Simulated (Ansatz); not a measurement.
Cost and result up the ladder for SnSe₂ (3 atoms). Total charge 0; singlet. Geometry: PBE-D4/def2-TZVP.

```xyz
3

Sn    0.088    1.211    0.876
Se    0.005   -1.327    0.556
Se   -0.092    0.117   -1.431
```

Ansatz on 4 threads of Arm Neoverse V1 on a shared host. Times are rough, and most runs start from the orbitals of an earlier one. PBE0-D4/def2-TZVPD serves as the yardstick here, not as an exact answer. Binding counts from free atoms at the same level (Sn triplet, Se triplet; other spins of the atoms weren't run), without zero-point energy or a counterpoise term.

In the def2 sets Sn takes a core potential; there is no spin–orbit coupling. B3LYP takes the VWN-RPA correlation. Correlated methods freeze 22 core orbitals; core or outer-core shells of Sn, Se are correlated, in sets that lack core-valence functions. The structure comes from a short search, and lower isomers may exist.

Correlated methods converge slowly with the basis.

```tsv
level	functions	wall time	binding energy per atom (eV)	difference from PBE0-D4/def2-TZVPD (eV)
PBE-D4/def2-TZVP	146	1.4 s	2.62	0.17
revPBE-D4/def2-TZVP	146	1.4 s	2.48	0.04
BLYP-D4/def2-TZVP	146	1.6 s	2.50	0.05
HF/def2-TZVP	146	2.1 s	1.12	-1.33
PBE-D4/def2-TZVPD	170	2.1 s	2.62	0.17
MP2/def2-TZVP	146	2.2 s	2.40	-0.05
PBE0-D4/def2-TZVP	146	2.4 s	2.45	0.00
B3LYP-D4/def2-TZVP	146	2.4 s	2.41	-0.04
PBE0-D4/def2-TZVPD	170	3.3 s	2.45	0.00
RPA@PBE/def2-TZVP	146	3.3 s	2.11	-0.34
r2SCAN-D4/def2-TZVP (with forces)	146	3.8 s	2.48	0.03
PBE-QIDH/def2-TZVP	146	4 s	2.37	-0.08
r2SCAN-D4/def2-TZVPD	170	4.2 s	2.48	0.03
CCSD(T)/def2-TZVPP	146	14 s	2.29	-0.16
```
